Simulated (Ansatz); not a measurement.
Geometry optimisation, Ansatz, RKS PBE/def2-SVP.

Input file:

```yaml
crystal:
  periodic: [false, false, false]
  atoms:
    - { symbol: Al, position_ang: [0.018571, -0.1393, -0.183489] }
    - { symbol: H, position_ang: [-0.06677, -0.425048, 1.359476] }
    - { symbol: "N", position_ang: [1.588591, -0.17592, -1.015503] }
    - { symbol: H, position_ang: [2.483904, -0.360191, -0.560381] }
    - { symbol: H, position_ang: [1.730987, -0.014894, -2.015174] }
    - { symbol: F, position_ang: [-1.381012, 0.021397, -1.100405] }
    - { symbol: O, position_ang: [-0.058779, 2.255286, 1.562616] }
    - { symbol: H, position_ang: [0.888619, 2.463584, 1.700789] }
    - { symbol: H, position_ang: [-0.129311, 1.343085, 1.954771] }
basis:
  gaussian: { orbitals: def2-SVP }
hamiltonian:
  xc: pbe
relax:
  f_tol: 0.03
  max_steps: 50
```

Launched with:

```bash
$ ansatz run input.yaml --threads 2 --pin off --max-ram 3072MiB --backend cpu --events-out ev --progress --plain --runs-dir out
```

Where does it end, and by what steps?

It converged. After 16 steps the energy has fallen by 0.836 eV; H8 moved furthest, 1.49 Å. Joined: Al1–O7 (2.96 → 1.98 Å).

```
step  energy less start (eV)  largest force component (eV/Å)  accepted
   0                  0.0000                           0.797       yes
   1                 -0.0904                           1.309       yes
   2                 -0.2742                           1.538       yes
   3                 -0.4887                           0.665       yes
   4                 -0.5719                           0.722       yes
   5                 -0.6190                           0.764       yes
   6                 -0.6670                           0.544       yes
   7                 -0.7195                           0.348       yes
   8                 -0.7530                           0.233       yes
   9                 -0.7959                           0.537       yes
  10                 -0.8228                           0.369       yes
  11                 -0.8300                           0.249       yes
  12                 -0.8347                           0.129       yes
  13                 -0.8352                           0.131       yes
  14                 -0.8253                           0.659        no
  15                 -0.8361                           0.036       yes
  16                 -0.8363                           0.021       yes
```

```xyz
9
Properties=species:S:1:pos:R:3
Al -0.164 -0.025 0.158
H -0.288 -1.132 1.301
N 1.543 0.397 -0.518
H 2.352 -0.190 -0.282
H 1.636 0.655 -1.508
F -1.425 0.166 -0.948
O 0.117 1.735 1.010
H 1.048 1.584 0.514
H 0.256 1.779 1.975
```

Whether the end is a true minimum wasn't checked by a vibrational analysis.

Run time: 27 s on 2 threads of Arm Neoverse V1, on a shared host, peak memory 0.14 GiB.
